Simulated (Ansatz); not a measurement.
```yaml
crystal:
  periodic: [false, false, false]
  atoms:
    - {symbol: C, position_ang: [-1.454045, -2.350253, -0.774179]}
    - {symbol: C, position_ang: [-2.490449, -1.555116, 0.001404]}
    - {symbol: C, position_ang: [-2.619483, -2.065440, 1.428736]}
    - {symbol: N, position_ang: [-2.135884, -0.144145, -0.017194]}
    - {symbol: Zr, position_ang: [-0.624524, 0.843110, -0.931433]}
    - {symbol: F, position_ang: [-1.063679, 2.715754, -0.937693]}
    - {symbol: F, position_ang: [-0.262344, 0.185232, -2.710027]}
    - {symbol: N, position_ang: [0.998387, 0.515843, 0.248216]}
    - {symbol: C, position_ang: [2.340984, 1.038817, 0.051359]}
    - {symbol: C, position_ang: [2.806208, 1.841040, 1.257376]}
    - {symbol: C, position_ang: [2.373600, 1.885150, -1.211586]}
    - {symbol: H, position_ang: [-0.463974, -2.242142, -0.315920]}
    - {symbol: H, position_ang: [-1.390694, -2.022678, -1.815313]}
    - {symbol: H, position_ang: [-1.701300, -3.413269, -0.775819]}
    - {symbol: H, position_ang: [-3.461193, -1.693062, -0.497723]}
    - {symbol: H, position_ang: [-3.363857, -1.490527, 1.985881]}
    - {symbol: H, position_ang: [-1.663079, -1.976624, 1.951411]}
    - {symbol: H, position_ang: [-2.926051, -3.114658, 1.443183]}
    - {symbol: H, position_ang: [-2.803945, 0.403762, 0.516461]}
    - {symbol: H, position_ang: [0.933532, -0.022113, 1.103175]}
    - {symbol: H, position_ang: [3.040951, 0.201260, -0.091800]}
    - {symbol: H, position_ang: [2.780303, 1.231828, 2.164886]}
    - {symbol: H, position_ang: [3.831050, 2.197702, 1.122025]}
    - {symbol: H, position_ang: [2.153979, 2.705092, 1.410850]}
    - {symbol: H, position_ang: [1.707088, 2.750823, -1.115524]}
    - {symbol: H, position_ang: [2.081306, 1.303528, -2.092109]}
    - {symbol: H, position_ang: [3.377122, 2.271096, -1.398645]}
basis:
  gaussian: {orbitals: def2-mTZVPP}
hamiltonian: {xc: {name: BLYP}, dispersion: d3bjatm}
accuracy: high
output: {forces: true}
```

```sh
$ ansatz run in.yaml --threads 10 --pin off --events-out ev --progress --plain --max-ram 110592MiB --backend cuda --devices 0, --max-vram 75GiB
```

It prints (some lines left out):

```
Functional definition: BLYP
7318 factors; integrals over basis functions are off by at most 2.0e-7 eV
mean field evaluation 1: about -16137.9389 eV, gradient 1.5e2 eV
mean field evaluation 2: about -15868.1648 eV, gradient 3.6e2 eV
mean field evaluation 4: about -16179.7548 eV, gradient 4.2e1 eV
mean field evaluation 8: about -16183.7874 eV, gradient 7.0e-1 eV
mean field evaluation 16: about -16183.7868 eV, gradient 2.2e-3 eV
mean field -16183.78681252 eV, -594.7431955954 hartree, gradient 5.5e-8 eV, S^2 0.000000; 0 other end points of the search recorded, 0 dependent functions left out
reference -16183.78690531 eV, -594.7431990053 hartree; 48, 48 occupied and 275, 275 virtual orbitals, 7318 factors
Total energy: -16185.32014031 eV, -594.7995443524 hartree
Atom 0 at    -1.454045    -2.350253    -0.774179 Å, force     0.197794    -0.205696    -0.184657 eV/Å
Atom 1 at    -2.490449    -1.555116     0.001404 Å, force    -0.262396    -0.217732    -0.131039 eV/Å
Atom 2 at    -2.619483    -2.065440     1.428736 Å, force    -0.051438    -0.103530     0.295888 eV/Å
Atom 3 at    -2.135884    -0.144145    -0.017194 Å, force    -0.169334     0.096809     0.152337 eV/Å
Atom 4 at    -0.624524     0.843110    -0.931433 Å, force    -0.107064    -0.114284     0.133154 eV/Å
Atom 5 at    -1.063679     2.715754    -0.937693 Å, force    -0.237303     1.033148     0.007645 eV/Å
Atom 6 at    -0.262344     0.185232    -2.710027 Å, force     0.211866    -0.367645    -0.959510 eV/Å
Atom 7 at     0.998387     0.515843     0.248216 Å, force     0.007347    -0.206283     0.238828 eV/Å
Atom 8 at     2.340984     1.038817     0.051359 Å, force     0.320302    -0.115357    -0.061891 eV/Å
Atom 9 at     2.806208     1.841040     1.257376 Å, force     0.114477     0.142711     0.255349 eV/Å
Atom 10 at     2.373600     1.885150    -1.211586 Å, force     0.068523     0.175999    -0.296296 eV/Å
Atom 11 at    -0.463974    -2.242142    -0.315920 Å, force     0.179890     0.014389     0.071125 eV/Å
Atom 12 at    -1.390694    -2.022678    -1.815313 Å, force     0.022499     0.052560    -0.184674 eV/Å
Atom 13 at    -1.701300    -3.413269    -0.775819 Å, force    -0.044816    -0.211596    -0.006737 eV/Å
Atom 14 at    -3.461193    -1.693062    -0.497723 Å, force    -0.191362    -0.030495    -0.096365 eV/Å
Atom 15 at    -3.363857    -1.490527     1.985881 Å, force    -0.141723     0.102787     0.122022 eV/Å
Atom 16 at    -1.663079    -1.976624     1.951411 Å, force     0.182516     0.018384     0.108056 eV/Å
Atom 17 at    -2.926051    -3.114658     1.443183 Å, force    -0.063545    -0.206868     0.016641 eV/Å
Atom 18 at    -2.803945     0.403762     0.516461 Å, force    -0.254524     0.242080     0.206325 eV/Å
Atom 19 at     0.933532    -0.022113     1.103175 Å, force    -0.042508    -0.218622     0.326069 eV/Å
Atom 20 at     3.040951     0.201260    -0.091800 Å, force     0.141313    -0.164575    -0.027339 eV/Å
Atom 21 at     2.780303     1.231828     2.164886 Å, force     0.000158    -0.104115     0.185116 eV/Å
Atom 22 at     3.831050     2.197702     1.122025 Å, force     0.203484     0.074853    -0.011819 eV/Å
Atom 23 at     2.153979     2.705092     1.410850 Å, force    -0.125438     0.168237     0.037336 eV/Å
Atom 24 at     1.707088     2.750823    -1.115524 Å, force    -0.110150     0.149999     0.001945 eV/Å
Atom 25 at     2.081306     1.303528    -2.092109 Å, force    -0.047483    -0.082011    -0.156224 eV/Å
Atom 26 at     3.377122     2.271096    -1.398645 Å, force     0.198914     0.076853    -0.041287 eV/Å
Dipole moment:    -0.003355    -0.393383     0.483744 e Å
```

Run time 6 s (10 threads of an AMD EPYC 7R13 on a shared host and a whole NVIDIA H100 80 GB); peak host memory 1.7 GiB.
